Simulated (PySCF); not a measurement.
BiH3Te3. Atoms are numbered in the order given.

```xyz
7

Bi     0.0000     0.0000     1.0144
Te    -1.9325    -1.4913    -0.5479
H     -1.7685    -2.8502     0.4219
Te    -0.3252     2.4192    -0.5479
H     -1.5841     2.9566     0.4219
Te     2.2577    -0.9280    -0.5479
H      3.3526    -0.1065     0.4219
```
Charge 0, spin multiplicity 1.

The structure is a stationary point at B3LYP-D3(BJ)/def2-SVP. The structure was generated by enumeration; whether it is a known compound was not checked. The def2 effective core potentials stand for the cores of Bi, Te; spin–orbit coupling is left out.

Level of theory: B3LYP-D3(BJ)/def2-SVP run with PySCF.

Frequencies are harmonic and unscaled.

Modes within 1.5 cm⁻¹ of each other (mostly degenerate sets) share a row, with their intensities summed.

| mode | ν (cm⁻¹) | IR (km/mol) | Raman (Å⁴/amu) | depolarisation | moving atoms (share of kinetic energy) |
|---|---|---|---|---|---|
| 1–2 | 36 | 0.3 | 11.6 | 0.75 | Te 88 %, Bi 10 % |
| 3 | 47 | 0.2 | 3.7 | 0.45 | Te 71 %, Bi 28 % |
| 4–5 | 134 | 2.0 | 34.0 | 0.75 | H 97 % |
| 6–7 | 152 | 13.8 | 13.8 | 0.75 | Te 58 %, Bi 40 % |
| 8 | 158 | 1.0 | 20.9 | 0.01 | Te 62 %, Bi 37 % |
| 9 | 213 | 0.7 | 7.8 | 0.70 | H 99 % |
| 10 | 507 | 3.4 | 54.3 | 0.25 | H 98 % |
| 11–12 | 510 | 32.4 | 42.9 | 0.75 | H 98 % |
| 13–15 | 2076 | 173.0 | 868.5 | 0.04 | H 99 % |
